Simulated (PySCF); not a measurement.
**Electron correlation in Cr(2+) (chromium, charge +2)**

[Ar] 3d3 4p1, one real determinant (an excited configuration). Calculation: PySCF 2.14, in x2c-TZVPPall with one added diffuse shell each of s, p, d, f type (7s6p5d3f1g, 80 functions); scalar relativity by spin-free X2C-1e. Frozen: [Ne]; 12 electrons correlated.

```tsv
level	correlation energy (mhartree)
CCSD	-318.70
(T)	-6.16
CCSD(T)	-324.86
```

Diagnostics: T1 = 0.0073, D1 = 0.0280, largest double amplitude 0.034.

The real determinant used has ⟨L²⟩ near 14 against 20 for a pure G term, so it mixes terms.

Cost of the coupled-cluster step: roughly 50 core-seconds, for 12 correlated electrons.

Iterations:

```
CC2 = 0
CCSD nocc = (np.int64(8), np.int64(4)), nmo = (75, 75)
frozen orbitals [[0, 1, 2, 3, 4], [0, 1, 2, 3, 4]]
max_cycle = 100
direct = 0
conv_tol = 1e-08
conv_tol_normt = 1e-06
diis_space = 8
diis_start_cycle = 0
Init t2, MP2 energy = -0.295112085641162
Init E_corr(UCCSD) = -0.295112085641906
cycle = 1  E_corr(UCCSD) = -0.313182961481071  dE = -0.0180708758  norm(t1,t2) = 0.0336037
cycle = 2  E_corr(UCCSD) = -0.317228202838623  dE = -0.00404524136  norm(t1,t2) = 0.0113135
cycle = 3  E_corr(UCCSD) = -0.318541724208765  dE = -0.00131352137  norm(t1,t2) = 0.00639634
cycle = 4  E_corr(UCCSD) = -0.318637101955597  dE = -9.53777468e-05  norm(t1,t2) = 0.171576
cycle = 5  E_corr(UCCSD) = -0.31863717390783  dE = -7.19522337e-08  norm(t1,t2) = 0.0107688
cycle = 6  E_corr(UCCSD) = -0.318605457499973  dE = 3.17164079e-05  norm(t1,t2) = 0.0352342
cycle = 7  E_corr(UCCSD) = -0.318498678425236  dE = 0.000106779075  norm(t1,t2) = 0.00282088
cycle = 8  E_corr(UCCSD) = -0.318709670978678  dE = -0.000210992553  norm(t1,t2) = 0.00147621
cycle = 9  E_corr(UCCSD) = -0.318695034795243  dE = 1.46361834e-05  norm(t1,t2) = 0.000724272
cycle = 10  E_corr(UCCSD) = -0.31871748673478  dE = -2.24519395e-05  norm(t1,t2) = 0.00176402
cycle = 11  E_corr(UCCSD) = -0.318679676993511  dE = 3.78097413e-05  norm(t1,t2) = 0.00209757
cycle = 12  E_corr(UCCSD) = -0.318700471824086  dE = -2.07948306e-05  norm(t1,t2) = 0.000343025
cycle = 13  E_corr(UCCSD) = -0.318700510001429  dE = -3.81773426e-08  norm(t1,t2) = 0.000666369
cycle = 14  E_corr(UCCSD) = -0.318703376490536  dE = -2.86648911e-06  norm(t1,t2) = 0.00334585
cycle = 15  E_corr(UCCSD) = -0.31870229729728  dE = 1.07919326e-06  norm(t1,t2) = 0.00107014
cycle = 16  E_corr(UCCSD) = -0.318696608114086  dE = 5.68918319e-06  norm(t1,t2) = 0.000430137
cycle = 17  E_corr(UCCSD) = -0.31869733844159  dE = -7.30327503e-07  norm(t1,t2) = 2.34809e-05
cycle = 18  E_corr(UCCSD) = -0.318698117953332  dE = -7.79511742e-07  norm(t1,t2) = 1.40437e-05
cycle = 19  E_corr(UCCSD) = -0.318697918263804  dE = 1.99689528e-07  norm(t1,t2) = 1.42085e-05
cycle = 20  E_corr(UCCSD) = -0.31869787093109  dE = 4.73327131e-08  norm(t1,t2) = 7.86114e-06
cycle = 21  E_corr(UCCSD) = -0.318697988976145  dE = -1.18045054e-07  norm(t1,t2) = 2.26688e-06
cycle = 22  E_corr(UCCSD) = -0.318698004951545  dE = -1.59753999e-08  norm(t1,t2) = 6.45425e-06
cycle = 23  E_corr(UCCSD) = -0.31869800416776  dE = 7.83784704e-10  norm(t1,t2) = 9.89926e-06
cycle = 24  E_corr(UCCSD) = -0.318698028692472  dE = -2.4524712e-08  norm(t1,t2) = 1.02242e-05
cycle = 25  E_corr(UCCSD) = -0.318698025578239  dE = 3.11423293e-09  norm(t1,t2) = 4.23614e-06
cycle = 26  E_corr(UCCSD) = -0.318698022403794  dE = 3.17444532e-09  norm(t1,t2) = 6.00278e-06
cycle = 27  E_corr(UCCSD) = -0.318698018445977  dE = 3.95781685e-09  norm(t1,t2) = 3.8687e-07
UCCSD converged
E(UCCSD) = -1048.784416272792  E_corr = -0.318698018445977
UCCSD(T) correction = -0.00616382641049405
```

The reference is one real determinant that mixes LS terms of this configuration.

This basis was not built for core-valence correlation, so the inner-shell part is incomplete.
